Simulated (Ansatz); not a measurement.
```yaml
crystal:
  periodic: [false, false, false]
  atoms:
    - {symbol: Cu, position_ang: [0.038372, 0.306693, -0.044085]}
    - {symbol: F, position_ang: [-0.316090, 1.767845, 0.600150]}
    - {symbol: F, position_ang: [0.368889, -1.576257, -0.449413]}
basis:
  gaussian: {orbitals: def2-mTZVPP}
magnetization: {spin_polarized: true, initial_magnetization: 1}
hamiltonian: {xc: {name: CAM-B3LYP}, dispersion: d3bj}
scf: {lower_state_search: off}
output: {forces: true}
```

```sh
$ ansatz run in.yaml --threads 4 --pin off --events-out ev --progress --plain --max-ram 3916MiB
```

It prints (some lines left out):

```
Functional definition: CAM-B3LYP
785 factors; integrals over basis functions are off by at most 3.6e-4 eV
171 factors; integrals over basis functions are off by at most 4.3e-5 eV
mean field evaluation 1: about -50074.1982 eV, gradient 3.7e1 eV
mean field evaluation 2: about -50062.5761 eV, gradient 7.6e1 eV
mean field evaluation 4: about -50078.1829 eV, gradient 2.0e0 eV
mean field evaluation 8: about -50078.2878 eV, gradient 4.6e-1 eV
mean field evaluation 16: about -50078.2952 eV, gradient 3.8e-3 eV
mean field evaluation 32: about -50078.2953 eV, gradient 1.3e-4 eV
mean field -50078.29526422 eV, -1840.3434066722 hartree, gradient 5.4e-6 eV, S^2 0.751882; 0 other end points of the search recorded, 0 dependent functions left out
reference -50078.29534814 eV, -1840.3434097563 hartree; 24, 23 occupied and 57, 58 virtual orbitals, 785 factors
Total energy: -50078.31394260 eV, -1840.3440930904 hartree
Atom 0 at     0.038372     0.306693    -0.044085 Å, force     1.084796    -5.872553    -1.445768 eV/Å
Atom 1 at    -0.316090     1.767845     0.600150 Å, force    -0.574873     2.658177     0.936551 eV/Å
Atom 2 at     0.368889    -1.576257    -0.449413 Å, force    -0.509923     3.214376     0.509217 eV/Å
Dipole moment:    -0.019551     0.380727    -0.077131 e Å
Checks for a lower state left out: stability, starts, cluster_reference, orbital_swaps, neighbouring_geometries, increment
```

It took 1.4 s on 4 threads of Arm Neoverse V2 on a shared host.
